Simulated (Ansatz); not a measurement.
Start from `P[SiH2][GaH2]` and change one atom or group to get `P[SiH2]Cl`.

Ansatz, PBE0-D4/def2-TZVP geometries, multiplicity 1. Each molecule was computed in one conformer, which needn't be the lowest.

Scalar relativity is left out up to krypton.

```
                                                                                  property  `P[SiH2][GaH2]`
                                                       HOMO–LUMO gap (PBE/def2-TZVPP) / eV             3.42
ideal-gas entropy at 298 K and 1 bar (rigid rotor, harmonic PBE0-D4/def2-TZVP) / J/(mol·K)              363
                                                         HOMO energy (PBE/def2-TZVPP) / eV            -6.44
                                                     HOMO energy (ωB97M-V/def2-TZVPP) / eV            -9.48
                                                   HOMO–LUMO gap (ωB97M-V/def2-TZVPP) / eV             8.96
                                        size of the dipole moment (ωB97M-V/def2-TZVPP) / D             0.63
```

(1) What does the change do to each property? (An estimate is asked.)

Results:

(1) The calculation gave: 
```
                                                                                  property  `P[SiH2]Cl`  shift
                                                       HOMO–LUMO gap (PBE/def2-TZVPP) / eV         5.70   2.28
ideal-gas entropy at 298 K and 1 bar (rigid rotor, harmonic PBE0-D4/def2-TZVP) / J/(mol·K)          314    -49
                                                         HOMO energy (PBE/def2-TZVPP) / eV        -6.75  -0.31
                                                     HOMO energy (ωB97M-V/def2-TZVPP) / eV        -9.97  -0.49
                                                   HOMO–LUMO gap (ωB97M-V/def2-TZVPP) / eV        11.68   2.72
                                        size of the dipole moment (ωB97M-V/def2-TZVPP) / D         1.53   0.90
```

With PBE0 the HOMO falls by 0.39 eV and the LUMO rises by 2.09 eV, so the gap widens by about 2.48 eV. PBE moves the HOMO by -0.31 eV and ωB97M-V by -0.49 eV. The zero-point energy changes by -29.7 kJ/mol with -6 modes. Dipoles are sizes alone; their direction can turn. Modes under 60 cm⁻¹, often nearly free rotors, make the harmonic entropy too high.
